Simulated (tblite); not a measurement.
Species: C2H12Si4.
InChI=1S/C2H12Si4/c1-5-4-2-6(5)3/h5-6H,2,4H2,1,3H3/t5-,6-/m1/s1

Computed with GFN2-xTB (tblite): harmonic, unscaled wavenumbers at the GFN2-xTB geometry, gas phase. This tight-binding method is rough: wavenumbers can miss measured ones by several per cent, in bad cases by 10 to 20. Modes of hydrogen on silicon can be 10 to 20 % off.

Harmonic wavenumbers (cm⁻¹): 26.0, 33.2, 60.1, 116.0, 119.7, 124.7, 159.3, 289.4, 332.1, 347.4, 403.2, 413.5, 428.3, 454.8, 477.0, 504.4, 549.9, 584.7, 592.4, 620.3, 653.0, 703.7, 710.3, 737.8, 782.6, 799.9, 812.2, 817.7, 832.0, 836.0, 967.4, 1110.6, 1371.7, 1484.4, 1495.5, 1498.2, 2070.4, 2093.3, 2175.7, 2199.2, 2211.4, 2219.0, 2224.5, 2972.9, 2992.2, 3032.5, 3035.6, 3039.7.

A = 1840, B = 1013, C = 768.1 MHz; mass 148.002 u (most abundant isotopes); point group C1, symmetry number 1.

What is the zero-point energy?

Half the sum of the wavenumbers: 26258 cm⁻¹ = 314.11 kJ/mol.

Give the ideal-gas entropy at 500 K and 1 bar in the rigid-rotor, harmonic-oscillator model (classical rotation).

Translation 181.93, rotation 131.12, vibration 274.82: S = 587.9 J/(mol K).

And Cp and H(500 K) − H(0)?

Cp = 262.62 J/(mol K), of which vibrations give 229.37 (their classical limit is 48 R = 399.1); H(500 K) − H(0) = 82.48 kJ/mol without the zero-point energy, 65.85 from vibrations.

How do the functions run with temperature in this model?

```csv
T (K),S (J/(mol K)),Cp (J/(mol K)),H − H(0) (kJ/mol),G − H(0) (kJ/mol),ln q(vib)
150,362.1,119.2,11.77,-42.54,5.27
250,436.2,174.5,26.53,-82.53,8.83
298.15,468.9,197.0,35.48,-104.33,10.50
400,532.4,234.6,57.56,-155.39,13.96
600,637.8,285.2,109.91,-272.78,20.30
900,763.4,333.8,203.33,-483.74,28.64
```

q(vib) and H(0) count from the zero-point level.

What must be added to the electronic energy to get the Gibbs energy at 500 K and 1 bar?

ZPE + [H(500 K) − H(0)] − T·S = 314.11 + 82.48 − 293.93 = 102.66 kJ/mol.

Hindered rotation and anharmonicity are outside this model. The structure is chiral; the term R ln 2 for an equal mix with its mirror image is left out.
